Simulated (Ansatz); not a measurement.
```xyz
12

Al   -1.682   -0.740    1.861
Ge    0.430   -0.530    0.580
C     0.260   -0.754   -1.361
C     0.553    0.532   -1.592
C     0.862    1.225   -0.289
H    -2.207   -2.161    2.340
H    -2.566    0.548    2.153
H     1.654   -1.244    1.209
H     0.003   -1.514   -2.090
H     0.575    1.025   -2.566
H     1.903    1.539   -0.191
H     0.217    2.075   -0.054
```

Charge 0, multiplicity 1.

Task: List the PBE0/def2-TZVPP orbital energies in eV (the Gaussian-basis code of Ansatz). (An estimate is asked.)

Result: Computed: Occupied: -10859.43, -1528.07, -1357.70, -1207.52, -1207.50, -1207.50, -278.50, -278.07, -278.06, -170.41, -120.22, -120.19, -120.18, -113.93, -74.07, -73.85, -73.83, -33.04, -33.03, -33.00, -32.98, -32.98, -22.54, -18.37, -15.69, -14.02, -12.81, -11.90, -11.18, -10.61, -8.73, -8.56, -8.02, -7.56, -6.97. Lowest empty: -2.06, -0.03, 0.17, 0.49, 1.31, 1.65, 2.15, 2.47.
